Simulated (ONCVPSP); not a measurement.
## Pseudopotential generation for titanium: ONCV, PBE, scalar-relativistic.

ONCVPSP 4.0.1 was run on this input:

```
# ATOM AND REFERENCE CONFIGURATION
# atsym  z   nc   nv     iexc    psfile
  Ti 22.00    3    4        4      upf
#
#   n    l    f
    1    0    2.00
    2    0    2.00
    2    1    6.00
    3    0    2.00
    3    1    6.00
    3    2    2.00
    4    0    2.00
#
# PSEUDOPOTENTIAL AND OPTIMIZATION
# lmax
    2
#
#   l,   rc,      ep,       ncon, nbas, qcut
    0    1.75    0.00    3    7    7.40
    1    1.00    0.00    3    6    7.00
    2    1.50    0.00    4    8   10.30
#
# LOCAL POTENTIAL
# lloc, lpopt,  rc(5),   dvloc0
    4    5    0.80    3.00
#
# VANDERBILT-KLEINMAN-BYLANDER PROJECTORs
# l, nproj, debl
    0    2    1.30
    1    2    3.50
    2    2    3.90
#
# MODEL CORE CHARGE
# icmod, fcfact, rcfact
    0    0.00    0.00
#
# LOG DERIVATIVE ANALYSIS
# epsh1, epsh2, depsh
   -4.00    5.00    0.02
#
# OUTPUT GRID
# rlmax, drl
    6.00    0.01
#
# TEST CONFIGURATIONS
# ncnf
    4
# nvcnf
#   n    l    f
    4
    3    0    2.00
    3    1    6.00
    3    2    2.00
    4    0    1.00
#
    4
    3    0    2.00
    3    1    6.00
    3    2    2.00
    4    0    0.00
#
    4
    3    0    2.00
    3    1    6.00
    3    2    1.00
    4    0    0.00
#
    4
    3    0    2.00
    3    1    6.00
    3    2    0.00
    4    0    0.00
#
```

Command:

```bash
oncvpsp.x < Ti.dat > Ti.out
```

The program printed (shortened: citation, most of the input echo, consistency checks and plot data are left out):

```
ONCVPSP  (Optimized Norm-Conservinng Vanderbilt PSeudopotential)
scalar-relativistic version 4.0.1

#   n    l    f        energy (Ha)
    1    0    2.00    -1.7892815E+02
    2    0    2.00    -1.9732061E+01
    2    1    6.00    -1.6326222E+01
    3    0    2.00    -2.3017400E+00
    3    1    6.00    -1.4281096E+00
    3    2    2.00    -1.5651097E-01
    4    0    2.00    -1.6415853E-01

Reference configufation results
  iterations    22
  all-electron total energy (Ha)   -8.53564434D+02

Begin loop to  construct optimized pseudo wave functions
and semi-local pseudopoentials for all angular momenta

Calculating optimized projector #   1

 for l=   0

    Fraction of norm inside rc  0.957649
    Optimizing pswf for qcut=   7.39 a_B^-1,  ecut=  27.31 Ha
    Residual kinetic energy error=  3.25D-07 Ha

    Energy error per electron        Cutoff
         Ha          eV             Ha
         0.01000     0.27211        5.79
         0.00100     0.02721       15.36
         0.00010     0.00272       19.65
         0.00001     0.00027       22.82

Calculating optimized projector #   2

 for l=   0

    Fraction of norm inside rc  0.053084
    Optimizing pswf for qcut=   7.39 a_B^-1,  ecut=  27.31 Ha
    Residual kinetic energy error=  2.31D-07 Ha

    Energy error per electron        Cutoff
         Ha          eV             Ha
         0.01000     0.27211        4.22
         0.00100     0.02721       12.18
         0.00010     0.00272       18.27
         0.00001     0.00027       22.17

   Wellstate for l =  1  n =  5
     eigenvalue =   2.0719
     asymptotic potential =   2.5719
     half-point radius =  3.0776

Calculating optimized projector #   1

 for l=   1

    Fraction of norm inside rc  0.474631
    Optimizing pswf for qcut=   7.01 a_B^-1,  ecut=  24.56 Ha
    Residual kinetic energy error=  8.43D-04 Ha

    Energy error per electron        Cutoff
         Ha          eV             Ha
         0.01000     0.27211       14.41
         0.00100     0.02721       20.49
         0.00010     0.00272      104.86

Calculating optimized projector #   2

 for l=   1

    Fraction of norm inside rc  0.055882
    Optimizing pswf for qcut=   7.01 a_B^-1,  ecut=  24.56 Ha
    Residual kinetic energy error=  2.42D-04 Ha

    Energy error per electron        Cutoff
         Ha          eV             Ha
         0.01000     0.27211       13.73
         0.00100     0.02721       18.40
         0.00010     0.00272       38.48
         0.00001     0.00027      154.79

   Wellstate for l =  2  n =  5
     eigenvalue =   3.7435
     asymptotic potential =   4.2435
     half-point radius =  2.6479

Calculating optimized projector #   1

 for l=   2

    Fraction of norm inside rc  0.562073
    Optimizing pswf for qcut=  10.31 a_B^-1,  ecut=  53.10 Ha
    Residual kinetic energy error=  1.49D-06 Ha

    Energy error per electron        Cutoff
         Ha          eV             Ha
         0.01000     0.27211       31.43
         0.00100     0.02721       38.90
         0.00010     0.00272       44.78
         0.00001     0.00027       49.18

Calculating optimized projector #   2

 for l=   2

    Fraction of norm inside rc  0.158836
    Optimizing pswf for qcut=  10.31 a_B^-1,  ecut=  53.10 Ha
    Residual kinetic energy error=  5.35D-05 Ha

    Energy error per electron        Cutoff
         Ha          eV             Ha
         0.01000     0.27211       37.57
         0.00100     0.02721       45.28
         0.00010     0.00272       51.67
         0.00001     0.00027      102.10

Construct Vanderbilt / Kleinmman-Bylander projectors

B matrix Hermiticity error, ll=   0
   1   2    1.3330E-04

  Orthonormal projector coefficients  1.0459E+01  1.3804E+00

B matrix Hermiticity error, ll=   1
   1   2   -3.3854E-04

  Orthonormal projector coefficients  7.1685E+00  1.4987E+00

B matrix Hermiticity error, ll=   2
   1   2   -2.0930E-04

  Orthonormal projector coefficients -4.0883E+00 -1.3932E+00

Pseudoatom total energy  -58.216742

Diagnostic tests using Vanderbilt-Kleinman-Bylander pseudopotentials
  1 or more projectors used as specified by nproj input data

   l    rcore       rmatch      e in        delta e   norm test  slope test

   0   1.7512537   1.8044255  -2.3017400   0.0000033   1.0001186   1.0001089
   0   1.7512537   1.8044255  -0.1641585   0.0000028   1.0000307   1.0000160

   1   1.0040073   1.0344911  -1.4281096   0.0000506   1.0001117   1.0003260
   1   1.0040073   1.0344911   2.0718904   0.0001242   1.0004011   1.0004011

   2   1.5079937   1.5537797  -0.1565110   0.0000007   1.0000352   1.0000360
   2   1.5079937   1.5537797   3.7434890   0.0000998   1.0001371   1.0001371

 Testing for bound ghosts
   n   l    E NL Schr. Eq   E Basis Diag.   E Cutoff

   1   0       -2.301737       -2.301713     62.05
   2   0       -0.164156       -0.102597     62.05

   2   1       -1.428059       -1.419293    152.21

   3   2       -0.156510       -0.144826    151.28

 Testing for highly-localized positive-energy ghosts
       l    <radius>/rc     E Basis Diag.   E Cutoff

Test configuration 0

   n   l     f        eae           eps        diff
   1   0  2.0000 -178.92814636
   2   0  2.0000  -19.73206107
   2   1  6.0000  -16.32622220
   3   0  2.0000   -2.30174004   -2.30173677    3.27D-06
   3   1  6.0000   -1.42810959   -1.42805903    5.06D-05
   3   2  2.0000   -0.15651097   -0.15651025    7.24D-07
   4   0  2.0000   -0.16415853   -0.16415574    2.79D-06

    Total energies and differences
      AE_ref= -8.53564434D+02  AE_tst= -8.53564434D+02  dif=  0.00D+00
      PS_ref= -5.82167420D+01  PS_tst= -5.82167420D+01  dif= -1.07D-13
      PSP excitation error=  1.07D-13

Test configuration 1

   n   l     f        eae           eps        diff
   1   0  2.0000 -179.19977875
   2   0  2.0000  -19.99822907
   2   1  6.0000  -16.59286259
   3   0  2.0000   -2.56945398   -2.56962693   -1.73D-04
   3   1  6.0000   -1.69605428   -1.69616636   -1.12D-04
   3   2  2.0000   -0.41776036   -0.41790180   -1.41D-04
   4   0  1.0000   -0.38038938   -0.38037070    1.87D-05

    Total energies and differences
      AE_ref= -8.53564434D+02  AE_tst= -8.53294436D+02  dif=  2.70D-01
      PS_ref= -5.82167420D+01  PS_tst= -5.79467337D+01  dif=  2.70D-01
      PSP excitation error= -1.00D-05

Test configuration 2

   n   l     f        eae           eps        diff
   1   0  2.0000 -179.52514372
   2   0  2.0000  -20.31618171
   2   1  6.0000  -16.91144416
   3   0  2.0000   -2.88664728   -2.88724829   -6.01D-04
   3   1  6.0000   -2.01257144   -2.01300783   -4.36D-04
   3   2  2.0000   -0.72322626   -0.72362466   -3.98D-04

    Total energies and differences
      AE_ref= -8.53564434D+02  AE_tst= -8.52795674D+02  dif=  7.69D-01
      PS_ref= -5.82167420D+01  PS_tst= -5.74479613D+01  dif=  7.69D-01
      PSP excitation error= -2.08D-05

Test configuration 3

   n   l     f        eae           eps        diff
   1   0  2.0000 -180.15988853
   2   0  2.0000  -20.98142276
   2   1  6.0000  -17.57409133
   3   0  2.0000   -3.49278910   -3.49467878   -1.89D-03
   3   1  6.0000   -2.60632768   -2.60545685    8.71D-04
   3   2  1.0000   -1.27486526   -1.27259233    2.27D-03

    Total energies and differences
      AE_ref= -8.53564434D+02  AE_tst= -8.51805360D+02  dif=  1.76D+00
      PS_ref= -5.82167420D+01  PS_tst= -5.64582404D+01  dif=  1.76D+00
      PSP excitation error=  5.73D-04

Test configuration 4

psatom: WARNING lschvkbb convergence error n,l,iter=   3   2   3
ea(ii),et,emin,emax -1.565102E-01 -1.721613E-01 -1.721613E-01 -1.721613E-01
run_config: WARNING for fully non-local PS atom, stg. 1
 WARNING no output for configuration 5
```

The run took about 3.2 s on one core of a shared server CPU.
